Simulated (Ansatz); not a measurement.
**Ligand exchange: MgHCl + C3H5FSn → MgHF + C3H5ClSn**

Species: MgHCl `[MgH][Cl]`, singlet; C3H5FSn `C#[C][SnH]([CH3])[F]`, singlet; MgHF `[F][MgH]`, singlet; C3H5ClSn `C#[C][SnH]([CH3])[Cl]`, singlet. The partners trade Cl for F: Mg–Cl and Sn–F bonds give way to Mg–F and Sn–Cl.

Shapes, held fixed at every level: PBE0-D4/def2-TZVP. Programs: Ansatz 0.2.0. The zero-point and thermal change to 298 K, harmonic and unscaled (PBE0-D4/def2-TZVP), is +0.1 kJ/mol.

Q: Estimate ΔH(298 K) of this reaction.

A: The highest level, CCSD(T)/def2-TZVPP, gives ΔH(298 K) = -13.1 kJ/mol; the levels span -14.1 to -0.1. The column of differences is taken from that level and isn't an error. No measured value is set beside it here. For atoms past krypton def2 sets carry core potentials with scalar relativity. Correlated rows may include outer-core shells of Mg, Sn, which these sets cover unevenly.

```
               level                    kind  ΔH(298 K) (kJ/mol)  less CCSD(T)/def2-TZVPP
         HF/def2-SVP            Hartree–Fock                -9.0                     +4.1
       HF/def2-TZVPP            Hartree–Fock                -0.1                    +13.0
    SPW92/def2-TZVPP                     LDA               -14.1                     -1.0
r2SCAN-D4/def2-TZVPP                meta-GGA                -8.5                     +4.6
  PBE0-D4/def2-TZVPP           global hybrid               -12.9                     +0.2
  wB97M-V/def2-TZVPP  range-separated hybrid               -11.3                     +1.8
  CCSD(T)/def2-TZVPP   coupled cluster or CI               -13.1                      0.0
```
